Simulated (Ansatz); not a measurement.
C3H11NSi can be A, `C[SiH2]N(C)C`, or B, `C[Si](C)(C)N`.

Computed with Ansatz on PBE0-D4/def2-TZVP structures; ΔE is electronic, products minus reactants. CCSD(T)/CBS adds triple-zeta CCSD(T) − MP2 to the extrapolated MP2 energy (def2 sets, frozen cores). DFT in def2-TZVPP. One conformer a species, not always the lowest.

Problem. Which is lower in electronic energy at CCSD(T)/CBS, and by how much? (An estimate is asked.)

Solution. The calculation gave: B, by 161.3 kJ/mol.

Problem. Give E(B) − E(A) in kJ/mol with PBE-D4, CCSD(T)/def2-SVP, r2SCAN-D4, ωB97M-V, BLYP-D4, B2PLYP, PBE0-D4. (Estimate.)

Solution. Ansatz gave: PBE-D4 -154.2, CCSD(T)/def2-SVP -118.4, r2SCAN-D4 -164.0, ωB97M-V -161.7, BLYP-D4 -149.2, B2PLYP -155.7, PBE0-D4 -157.2. None reverses the order clearly.

Problem. Does the order hold for the free energy at 298.15 K (harmonic terms from PBE0-D4)? (Estimate.)

Solution. The calculation gave: Yes: G(B) − G(A) = -160.8 kJ/mol, for one conformer each. Modes under 60 cm⁻¹, often nearly free rotors, make the harmonic entropy too high.

Largest T1 diagnostic: 0.010.

Leaving LDA and LC-ωPBE aside and taking each functional with its dispersion term where it has one, the values, not all of them listed here, spread over 14.9 kJ/mol, from r2SCANh-D4 to BLYP-D4. LDA lies +6.3 kJ/mol from PBE without D4. In def2-TZVPP, CCSD(T) changes the Hartree–Fock value by −9.3 kJ/mol (the triples alone add −0.2 kJ/mol) and MP2 by −15.7 kJ/mol.
